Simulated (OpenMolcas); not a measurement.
## Ne⁶⁺: effect of the active space

```
Program             : OpenMolcas
Method              : CASSCF or its RAS form
Basis               : ANO-RCC-VTZP
Scalar Hamiltonian  : DKH2, point nucleus
Spin-orbit coupling : state interaction with AMFI integrals over the reference wave functions, term energies averaged over their components
```

A. 2 electrons in 4 orbitals (2s 2p); 2S+1 = 3 even, 3 roots; 2S+1 = 1 even, 7 roots (6 in the spin-orbit step); 2S+1 = 3 odd, 3 roots; 2S+1 = 1 odd, 3 roots; cost roughly 11 core-seconds
B. 2 electrons in 8 orbitals (2s 2p 3s 3p); 2S+1 = 3 even, 3 roots; 2S+1 = 1 even, 6 roots; 2S+1 = 3 odd, 3 roots; 2S+1 = 1 odd, 3 roots; cost roughly 15 core-seconds
C. 2 electrons in 9 orbitals (RAS2 2s 2p; RAS3 3d, at most 2 electrons); 2S+1 = 3 even, 3 roots; 2S+1 = 1 even, 7 roots (6 in the spin-orbit step); 2S+1 = 3 odd, 3 roots; 2S+1 = 1 odd, 3 roots; cost roughly 12 core-seconds

Energies in cm-1 above 2s2 1S0, the measured ground level; measured values from NIST levels in Podobedova, Fuhr, Reader and Wiese, J. Phys. Chem. Ref. Data 33, 525 (2004).

```csv
Level,A,B,C,Measured
2s2 1S0,0.0,0.0,0.0,0.0
2s 2p 3P* 0,112413,112514,111538,
2s 2p 3P* 1,112904,113004,112027,
2s 2p 3P* 2,113897,113997,113019,
2s 2p 1P* 1,227049,226418,218064,214952
2p2 3P0,292458,292347,291521,
2p2 3P1,292945,292833,292008,
2p2 3P2,293907,293794,292967,
```

Among A to C the level of the table that moves most is 2s 2p 1P* 1, by 9000 cm-1 (lowest in C, highest in A).

Active for correlation alone: 3p 3s; no level in the range computed is led by a configuration that fills them, so any true level of that kind is missing (holds for B). Active for correlation alone: 3d; no level in the range computed is led by a configuration that fills it, so any true level of that kind is missing (holds for C). Levels of configurations outside the active space are missing. Levels that lie high or do not pair safely by name in every column are left out.

* marks odd parity.
